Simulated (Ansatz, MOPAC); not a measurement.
System: BNHCl2, net charge -1, singlet state. SMILES: [NH-]B(Cl)Cl

Atoms: N1, B2, Cl3, Cl4, H5. Bonds: N1-B2, N1-H5, B2-Cl3, B2-Cl4.

Bond lengths (Å) and angles (degrees) optimised at PM3 with MOPAC; HF/3-21G with Ansatz (a program for electronic structure); PBE/6-31G* with Ansatz, each started from the B3LYP-D3(BJ)/def2-TZVP structure (Ansatz) of the last column. A row stands for all coordinates that are equal there. 6-31G* holds six Cartesian d functions. No wavenumbers were computed at PBE/6-31G*, so these may be saddle points.

| coordinate | PM3 | HF/3-21G | PBE/6-31G* | B3LYP-D3(BJ)/def2-TZVP |
|---|---|---|---|---|
| N1-B2 | 1.324 | 1.313 | 1.346 | 1.331 |
| N1-H5 | 0.985 | 1.007 | 1.031 | 1.015 |
| B2-Cl3 | 1.761 | 1.901 | 1.865 | 1.854 |
| B2-Cl4 | 1.828 | 1.976 | 1.904 | 1.888 |
| N1-B2-Cl3 | 123.8 | 125.1 | 122.5 | 123.4 |
| N1-B2-Cl4 | 126.7 | 127.2 | 128.1 | 127.0 |
| Cl3-B2-Cl4 | 109.5 | 107.7 | 109.4 | 109.5 |
| B2-N1-H5 | 122.6 | 122.1 | 109.6 | 113.2 |

Mean signed difference of all 4 bond lengths from B3LYP-D3(BJ)/def2-TZVP: PM3 -0.047 Å, HF/3-21G 0.027 Å, PBE/6-31G* 0.015 Å.
